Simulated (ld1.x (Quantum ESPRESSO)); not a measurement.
Varying the TM potential for Cr (Z = 24)

Base potential:

* Element: chromium
* Generator: ld1.x (Quantum ESPRESSO) 7.5
* Type: norm-conserving Troullier–Martins (Kleinman–Bylander form)
* Functional: PBE
* Relativity: scalar-relativistic
* Frozen core: [Ne] 3s2
* Valence charge: 12
* Reference configuration: 3p6 3d5 4s0.75 4p0 (charge +0.25)
* Partial waves: 4s (bound): rc 2.10 bohr; 3p (bound): rc 1.20 bohr; 3d (bound): rc 2.05 bohr
* Local potential: all-electron potential smoothed inside 1.30 bohr (lloc = -1)
* Core correction: Bessel-smoothed model core inside 1.20 bohr

Cutoffs, loose and tight: the cutoffs (Ry, on a coarse ladder) from which the occupation-weighted sum of valence levels, in a spherical-Bessel basis at the reference potential, stays within 10 and 1 mRy of its value at 400 Ry. They do not see the model core or the augmentation charge, which bear on the density cutoff. Test errors are all-electron minus pseudo excitation energies from the reference, over the configurations 3p6 3d5 4s1 4p0; 3p6 3d5 4s0 4p0; 3p6 3d4 4s0 4p0; 3p6 3d2 4s0 4p0; 3p6 3d5.5 4s0.5 4p0; 3p6 3d4 4s1 4p0; 3p6 3d5 4s0 4p1. A dash means not determined; rows that change the core or the reference have their own tests. The largest error is taken over the tests solved by every variant that gives reliable tests at all: 3p6 3d2 4s0 4p0; 3p6 3d4 4s0 4p0; 3p6 3d5 4s0 4p0; 3p6 3d5 4s0 4p1; 3p6 3d5 4s1 4p0; 3p6 3d5.5 4s0.5 4p0.

A true bound ghost makes a file unfit for plane-wave use even where its test errors are small: the radial tests pick states by their node count and pass the ghost by. Where a test does run into it, the solver fails or the error is huge.

On the changes marked as counting shells twice: ld1.x takes every shell without a wave as core, so the model core holds the marked electrons as well and exchange and correlation see them twice. This cancels in the reference configuration, but the file is broken for other ones, and its errors say nothing about a proper core correction.

| change | outcome | cutoff, loose | cutoff, tight | bound ghosts | largest test error (meV) |
| --- | --- | --- | --- | --- | --- |
| base | generated | 70 Ry | 110 Ry | s | +754 |
| all radii but the core radius scaled by about 1.15 (s 2.42, p 1.38, d 2.36 bohr); local potential all-electron potential smoothed inside 1.50 bohr (lloc = -1) | generated | 55 Ry | 100 Ry | s | +1502 |
| wave 4s (bound): rc 2.10 bohr becomes 4s (bound): rc 2.90 bohr | generated | 70 Ry | 110 Ry | s | +718 |
| core correction Bessel-smoothed model core inside 0.74 bohr | generated | 70 Ry | 110 Ry | s | +755 |
| core [Ne], valence charge 14; reference 3s2 3p6 3d5 4s0 4p1; waves now 3p (bound): rc 0.80 bohr; 3d (bound): rc 1.85 bohr; 3s (bound): rc 1.20 bohr; local potential the s channel; core correction a·sin(br)/r model core inside 0.40 bohr (4p counted twice) | generated | 110 Ry | 230 Ry | none | -345 |
| wave 3d (bound): rc 2.05 bohr becomes 3d (bound): rc 2.98 bohr | generated | 55 Ry | 100 Ry | s | +4229 |
| wave 3p (bound): rc 1.20 bohr becomes 3p (bound): rc 0.80 bohr | generated | 110 Ry | 230 Ry | s | +751 |
| local potential the s channel | generated | 70 Ry | 110 Ry | none | -400 |
| local potential all-electron potential smoothed inside 1.70 bohr (lloc = -1) | generated | 70 Ry | 110 Ry | s | +688 |
| reference 3p6 3d5 4s0.5 4p0.5 (4p counted twice) | generated | 70 Ry | 110 Ry | s | +460 |
| wave 3d (bound): rc 2.05 bohr becomes 3d (bound): rc 1.24 bohr | generated | 120 Ry | 140 Ry | s | -188 |
